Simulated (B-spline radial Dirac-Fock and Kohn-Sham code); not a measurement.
Total and shell-resolved photoionisation of Sc³⁺

System: Sc³⁺ in the configuration [Ne] 3s2 3p6.

Input file task.json (cfg lists n, l and occupation; rrms is the nuclear radius in fm):

```json
{"items": [{
  "Z": 21,
  "q": 3,
  "cfg": [[1, 0, 2], [2, 0, 2], [2, 1, 6], [3, 0, 2], [3, 1, 6]],
  "A": 45,
  "rrms": 3.5459,
  "do": ["binding", "quiet", "photo", "scan"],
  "hv": [40.81, 60, 100, 150, 1220.0, 2000, 2450.0, 5870.0, 18000.0, 22162.9, 32700.0, 100000, 114000.0, 139000.0, 173000.0, 200000]
}]}
```

Command: `python xray_run.py task.json out`

These are calculated numbers from a radial atomic solver; the model is a relativistic central-field model (Hartree-Slater potential of the initial state, Latter tail, multipole expansion of the photon field, Dirac-Fock thresholds).

Computed thresholds (eV): K 4536.6, L1 547.8, L2 452.2, L3 447.8, M1 100.5, M2 72.85, M3 72.31.

```tsv
photon energy (eV)	total (b)	K (%)	L (%)	M (%)
100	1.468e+06	–	–	100.0
150	1.564e+06	–	–	100.0
1220	241000	–	89.6	10.4
2000	65760	–	89.0	11.0
2450	38060	–	88.7	11.3
5870	31540	89.3	9.4	1.3
18000	1390	90.6	8.3	1.1
22162.9	754.2	90.7	8.2	1.1
32700	235.2	90.8	8.1	1.1
100000	7.406	90.9	8.0	1.1
114000	4.911	90.9	8.0	1.1
139000	2.640	90.9	8.0	1.1
173000	1.335	90.8	8.0	1.1
200000	0.8529	90.8	8.0	1.1
```

Problem. With what power of the photon energy does the total fall between 173000 and 200000 eV?

Solution. As E^-3.09. The non-relativistic Born limit for an s electron far above threshold is E^-3.5; near threshold and at relativistic energies the fall is slower.
